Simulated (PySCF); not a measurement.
C2H6BClS, SMILES CSB(C)Cl.

Coordinates come from a PBE0-D3(BJ)/def2-SVP optimisation. The structure was generated by enumeration, and PubChem lists no compound with its InChIKey, so it may never have been made. One conformer was computed; it need not be the lowest.

Two levels are set side by side: PBE/def2-TZVP (PySCF) and CAM-B3LYP/def2-TZVP (PySCF). Same geometry, gas phase. Differences are taken from unrounded values.

```csv
quantity,CAM-B3LYP,PBE,PBE minus CAM-B3LYP
orbital gap (eV),9.20,4.67,-4.52
highest occupied level (eV),-8.75,-6.29,2.46
lowest empty level (eV),0.44,-1.62,-2.07
dipole moment (D),2.89,2.80,-0.09
mean polarisability (bohr³),69.4,72.6,3.2
```

PBE's occupied levels lie high since its potential decays too fast outside the molecule; exact exchange lowers them and widens the gap. Loosely held outer electrons make PBE densities more polarisable. Differences between two approximate levels are no errors against the true value.

Rough cost on one machine, each run with all the roots and properties that it gave: CAM-B3LYP against PBE within a factor of 2.
